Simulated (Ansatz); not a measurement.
Molecular dynamics, step by step

CH$_{6}$Ge, closed shell, BLYP-D4/def2-SVPD (Ansatz 0.2.0). Settings (timestep in fs, temperature in K, friction in 1/fs; T counts 24 degrees of freedom, while the starting velocities carry no drift of the centre of mass, so T starts below the set value):

```yaml
hamiltonian: {xc: {name: BLYP}, dispersion: d4}
md: {n_steps: 40, timestep: 0.5, temperature: 700, ensemble: nvt_langevin, seed: 881, friction: 0.01, initial_velocities: maxwell_boltzmann}
```

Start, the saddle point found with PBE0-D4 in triple zeta (not stationary at another level):

Ge1  (-1.067, 0.229, 1.027)
C2  (0.516, -0.641, -0.261)
H3  (-0.458, 0.484, -0.559)
H4  (-1.326, 1.063, -0.456)
H5  (-0.085, 1.421, 1.412)
H6  (1.150, -0.086, -0.959)
H7  (0.105, -1.517, -0.760)
H8  (1.164, -0.954, 0.557)
(Å)

```json
{"step": "0", "time (fs)": "0.00", "potential energy less the start (meV)": "0.0", "kinetic energy (meV)": "633.4", "T (K)": "612"}
{"step": "2", "time (fs)": "1.00", "potential energy less the start (meV)": "66.4", "kinetic energy (meV)": "607.9", "T (K)": "588"}
{"step": "4", "time (fs)": "2.00", "potential energy less the start (meV)": "193.6", "kinetic energy (meV)": "511.3", "T (K)": "494"}
{"step": "6", "time (fs)": "3.00", "potential energy less the start (meV)": "332.7", "kinetic energy (meV)": "404.8", "T (K)": "391"}
{"step": "8", "time (fs)": "4.00", "potential energy less the start (meV)": "439.9", "kinetic energy (meV)": "328.9", "T (K)": "318"}
{"step": "10", "time (fs)": "5.00", "potential energy less the start (meV)": "474.6", "kinetic energy (meV)": "324.4", "T (K)": "314"}
{"step": "12", "time (fs)": "6.00", "potential energy less the start (meV)": "445.6", "kinetic energy (meV)": "335.4", "T (K)": "324"}
{"step": "14", "time (fs)": "7.00", "potential energy less the start (meV)": "397.6", "kinetic energy (meV)": "408.1", "T (K)": "395"}
{"step": "16", "time (fs)": "8.00", "potential energy less the start (meV)": "370.0", "kinetic energy (meV)": "437.9", "T (K)": "423"}
{"step": "18", "time (fs)": "9.00", "potential energy less the start (meV)": "372.7", "kinetic energy (meV)": "442.4", "T (K)": "428"}
{"step": "20", "time (fs)": "10.00", "potential energy less the start (meV)": "392.7", "kinetic energy (meV)": "399.1", "T (K)": "386"}
{"step": "22", "time (fs)": "11.00", "potential energy less the start (meV)": "405.1", "kinetic energy (meV)": "370.2", "T (K)": "358"}
{"step": "24", "time (fs)": "12.00", "potential energy less the start (meV)": "399.3", "kinetic energy (meV)": "388.4", "T (K)": "376"}
{"step": "26", "time (fs)": "13.00", "potential energy less the start (meV)": "376.6", "kinetic energy (meV)": "362.9", "T (K)": "351"}
{"step": "28", "time (fs)": "14.00", "potential energy less the start (meV)": "343.4", "kinetic energy (meV)": "413.6", "T (K)": "400"}
{"step": "30", "time (fs)": "15.00", "potential energy less the start (meV)": "287.6", "kinetic energy (meV)": "444.6", "T (K)": "430"}
{"step": "32", "time (fs)": "16.00", "potential energy less the start (meV)": "173.9", "kinetic energy (meV)": "551.0", "T (K)": "533"}
{"step": "34", "time (fs)": "17.00", "potential energy less the start (meV)": "-13.5", "kinetic energy (meV)": "703.1", "T (K)": "680"}
{"step": "36", "time (fs)": "18.00", "potential energy less the start (meV)": "-247.8", "kinetic energy (meV)": "926.1", "T (K)": "896"}
{"step": "38", "time (fs)": "19.00", "potential energy less the start (meV)": "-452.1", "kinetic energy (meV)": "1148.3", "T (K)": "1110"}
{"step": "40", "time (fs)": "20.00", "potential energy less the start (meV)": "-404.8", "kinetic energy (meV)": "1045.4", "T (K)": "1011"}
```

Step 22, positions (Å) and forces (eV/Å):

```csv
atom,x,y,z,Fx,Fy,Fz
Ge1,-1.079,0.226,1.027,1.362,0.379,0.346
C2,0.643,-0.634,-0.264,-1.047,-0.650,0.002
H3,-0.240,0.716,-0.535,-0.200,-0.948,0.640
H4,-1.567,0.993,-0.329,0.387,0.388,-0.334
H5,0.067,1.420,1.456,-0.964,-0.404,-0.114
H6,1.192,-0.133,-1.033,0.795,0.629,-0.950
H7,0.202,-1.535,-0.730,-0.186,0.160,-0.058
H8,1.391,-0.994,0.461,-0.146,0.446,0.469
```

Step 26, positions (Å) and forces (eV/Å):

```csv
atom,x,y,z,Fx,Fy,Fz
Ge1,-1.083,0.224,1.029,1.205,0.683,0.154
C2,0.661,-0.639,-0.263,-0.435,0.632,-1.001
H3,-0.171,0.699,-0.584,-0.116,-1.142,0.972
H4,-1.568,1.023,-0.327,0.331,0.238,-0.165
H5,0.034,1.453,1.493,-0.924,-0.557,-0.193
H6,1.226,-0.117,-1.056,0.305,-0.022,-0.156
H7,0.189,-1.504,-0.761,-0.004,-0.062,0.147
H8,1.419,-0.927,0.489,-0.362,0.230,0.242
```

Step 28, positions (Å) and forces (eV/Å):

```json
{"atom": "Ge1", "x": "-1.084", "y": "0.223", "z": "1.029", "Fx": "1.011", "Fy": "0.774", "Fz": "0.103"}
{"atom": "C2", "x": "0.666", "y": "-0.641", "z": "-0.264", "Fx": "-0.011", "Fy": "1.241", "Fz": "-1.333"}
{"atom": "H3", "x": "-0.135", "y": "0.678", "z": "-0.592", "Fx": "-0.010", "Fy": "-1.261", "Fz": "1.072"}
{"atom": "H4", "x": "-1.562", "y": "1.044", "z": "-0.323", "Fx": "0.281", "Fy": "0.153", "Fz": "-0.072"}
{"atom": "H5", "x": "0.008", "y": "1.462", "z": "1.509", "Fx": "-0.836", "Fy": "-0.578", "Fz": "-0.208"}
{"atom": "H6", "x": "1.247", "y": "-0.110", "z": "-1.068", "Fx": "0.063", "Fy": "-0.347", "Fz": "0.198"}
{"atom": "H7", "x": "0.181", "y": "-1.491", "z": "-0.773", "Fx": "0.105", "Fy": "-0.130", "Fz": "0.252"}
{"atom": "H8", "x": "1.431", "y": "-0.887", "z": "0.508", "Fx": "-0.602", "Fy": "0.147", "Fz": "-0.013"}
```

Last step (40):

| atom | x (Å) | y (Å) | z (Å) |
| --- | --- | --- | --- |
| Ge1 | -1.0852 | 0.2194 | 1.0244 |
| C2 | 0.6959 | -0.6210 | -0.2902 |
| H3 | 0.1495 | 0.2719 | -0.4154 |
| H4 | -1.4886 | 1.1809 | -0.3159 |
| H5 | -0.2068 | 1.4823 | 1.5227 |
| H6 | 1.3668 | -0.1987 | -1.0903 |
| H7 | 0.2073 | -1.4635 | -0.8105 |
| H8 | 1.3932 | -0.6289 | 0.5422 |

Hardware: 2 CPU threads of an Arm Neoverse V2, shared host. Wall time about 54 s.
